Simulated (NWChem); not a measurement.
CH₃F₃SSi; SMILES S([Si](F)(F)F)C

```xyz
9

C     -0.7533     2.2239    -0.0007
S      0.8237     1.2937     0.0006
Si     0.0180    -0.6318     0.0015
F     -0.8983    -0.9225    -1.2814
F      1.2058    -1.6994     0.0251
F     -0.9340    -0.9011     1.2629
H     -1.3408     2.0048     0.9005
H     -0.4766     3.2859     0.0003
H     -1.3389     2.0066    -0.9036
```
Atoms are numbered in this order, from 1.

Program: NWChem. Structure relaxed at the PBE0/def2-SVP level. Isolated, static molecule.

GIAO at KT2/pcSseg-1: principal shieldings of C1 are 160.0, 164.7, 190.3 ppm; an isolated tetramethylsilane molecule has σ = 183.2 ppm at the same levels.

Find the isotropic 13C shift, its principal values, the span and the skew.


1. σ(iso) = one third of the sum = 171.7 ppm.
2. δ = σ(reference) − σ = 11.5 ppm against tetramethylsilane.
3. δ11, δ22, δ33 = 23.2, 18.5, -7.1 ppm.
4. Span Ω = δ11 − δ33 = 30.3 ppm; skew κ = 3(δ22 − δ(iso))/Ω = 0.69.
